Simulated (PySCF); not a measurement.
C₂H₇AlClN. Atoms are numbered in the order given.

```xyz
12

Al     0.3018     0.3688     0.2764
Cl    -1.7688     0.0224     0.6433
C      1.1106    -0.2428    -1.4044
C      0.6137    -1.6093    -1.9077
H      2.2174    -0.2389    -1.2889
H      0.8969     0.5426    -2.1656
H     -0.4903    -1.6288    -2.0166
H      0.8792    -2.4285    -1.2072
H      1.0470    -1.8743    -2.8956
N      1.1857     1.2223     1.5631
H      0.7667     1.5604     2.4324
H      2.1826     1.4480     1.5429
```
Charge 0, spin multiplicity 1.

Geometry optimised at PBE-D3(BJ)/def2-SVP. The structure was generated by enumeration; whether it is a known compound was not checked. The values are those of a single conformer.

Level of theory: TDA-PBE/def2-SVPD (PySCF).

Vertical excitations. Gas-phase values at a fixed geometry.

Computed excitation energies, oscillator strengths and character:
| state | energy (eV) | λ (nm) | f | main pairs |
|---|---|---|---|---|
| S1 | 5.22 | 238 | 0.037 | HOMO→LUMO 98 % |
| S2 | 5.76 | 215 | 0.057 | HOMO−1→LUMO 89 % |
| S3 | 6.00 | 207 | 0.013 | HOMO−1→LUMO+1 95 % |
| S4 | 6.11 | 203 | 0.134 | HOMO→LUMO+1 78 % |
| S5 | 6.48 | 191 | 0.009 | HOMO−2→LUMO 67 %, HOMO→LUMO+2 32 % |
| S6 | 6.52 | 190 | 0.036 | HOMO→LUMO+2 61 %, HOMO−2→LUMO 30 % |
| S7 | 6.66 | 186 | 0.055 | HOMO−3→LUMO 91 % |
| S8 | 6.76 | 183 | 0.006 | HOMO−2→LUMO+1 92 % |
| S9 | 6.82 | 182 | 0.008 | HOMO→LUMO+3 92 % |
| S10 | 6.97 | 178 | 0.018 | HOMO−1→LUMO+2 91 % |
| T1 | 4.90 | 253 | 0 | HOMO→LUMO 96 % |
| T2 | 5.00 | 248 | 0 | HOMO→LUMO+1 95 % |
| T3 | 5.37 | 231 | 0 | HOMO−1→LUMO 97 % |
| T4 | 5.57 | 222 | 0 | HOMO−1→LUMO+1 97 % |
Triplets are in the Tamm–Dancoff approximation.
